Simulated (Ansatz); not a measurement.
Input and output for C$_{2}$H$_{4}$BFO (`CB(F)C=O`).

```yaml
crystal:
  periodic: [false, false, false]
  atoms:
    - {symbol: C, position_ang: [1.109899, -0.202680, 0.565413]}
    - {symbol: B, position_ang: [0.103715, 0.114454, -0.572414]}
    - {symbol: F, position_ang: [0.508279, 0.380969, -1.798792]}
    - {symbol: C, position_ang: [-1.494673, 0.151230, -0.332002]}
    - {symbol: O, position_ang: [-2.281533, 0.343417, -1.226349]}
    - {symbol: H, position_ang: [2.143077, -0.286445, 0.228172]}
    - {symbol: H, position_ang: [0.825398, -1.120734, 1.091524]}
    - {symbol: H, position_ang: [1.054874, 0.588655, 1.324430]}
    - {symbol: H, position_ang: [-1.880535, -0.015266, 0.703015]}
basis:
  gaussian: {orbitals: STO-3G}
total_charge: 1
magnetization: {spin_polarized: true, initial_magnetization: 1}
hamiltonian: {xc: {name: r2SCAN}, dispersion: rvv10}
```

```sh
$ ansatz run in.yaml --threads 2 --pin off --events-out ev --progress --plain --max-ram 4352MiB
```

Output, abridged:

```
Functional definition: r2SCAN+rVV10
404 factors; integrals over basis functions are off by at most 8.5e-5 eV
mean field evaluation 1: about -7465.1895 eV, gradient 1.7e1 eV
mean field evaluation 2: about -7445.7913 eV, gradient 6.1e1 eV
mean field evaluation 4: about -7466.1831 eV, gradient 1.1e1 eV
mean field evaluation 8: about -7466.8956 eV, gradient 3.1e-1 eV
mean field evaluation 16: about -7466.8972 eV, gradient 2.0e-4 eV
mean field -7466.89715195 eV, -274.4034090895 hartree, gradient 3.2e-5 eV, S^2 0.756603; 0 other end points of the search recorded, 0 dependent functions left out
reference -7466.89715710 eV, -274.4034092789 hartree; 19, 18 occupied and 10, 11 virtual orbitals, 404 factors
Total energy: -7466.89715710 eV, -274.4034092789 hartree
```

It took 2.4 s on 2 threads of an Intel Xeon on a shared host, with 0.42 GiB of host memory at the peak.
